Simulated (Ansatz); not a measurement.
Ni(NH2)2 (NiN2H4). The state is a triplet with charge 0. Geometry r2SCAN-D4/def2-TZVP; atoms count from 1.

```
atom    x (Å)    y (Å)    z (Å)
 Ni1   0.0002  -0.0005  -0.0012
  N2  -0.7742   1.4302  -0.7374
  H3  -0.8814   2.3334  -0.2965
  H4  -1.1784   1.4711  -1.6629
  N5   0.7745  -1.4304   0.7367
  H6   1.1755  -1.4695   1.6637
  H7   0.8839  -2.3342   0.2976
```

**Question.** Estimate the Mulliken populations from the PBE0/def2-TZVP orbitals of Ansatz.

**Answer.** 
```json
{"atom": "Ni1", "charge (e)": "0.61", "spin (α − β)": "1.58", "d electrons": "8.42"}
{"atom": "N2", "charge (e)": "-0.76", "spin (α − β)": "0.23", "d electrons": "–"}
{"atom": "H3", "charge (e)": "0.23", "spin (α − β)": "-0.01", "d electrons": "–"}
{"atom": "H4", "charge (e)": "0.23", "spin (α − β)": "-0.01", "d electrons": "–"}
{"atom": "N5", "charge (e)": "-0.76", "spin (α − β)": "0.23", "d electrons": "–"}
{"atom": "H6", "charge (e)": "0.23", "spin (α − β)": "-0.01", "d electrons": "–"}
{"atom": "H7", "charge (e)": "0.23", "spin (α − β)": "-0.01", "d electrons": "–"}
```
Mulliken values and Mayer orders depend strongly on the basis.

**Question.** Where does the spin sit?

**Answer.** Summed by element: Ni 1.58, N 0.46, H -0.05, of 2 unpaired in all. Largest on single atoms: Ni1 1.58, N2 0.23, N5 0.23.

**Question.** And the Mayer bond orders between bonded heavy atoms (over 0.3)?

**Answer.** Ni1–N2 0.98 (1.79 Å); Ni1–N5 0.98 (1.79 Å).
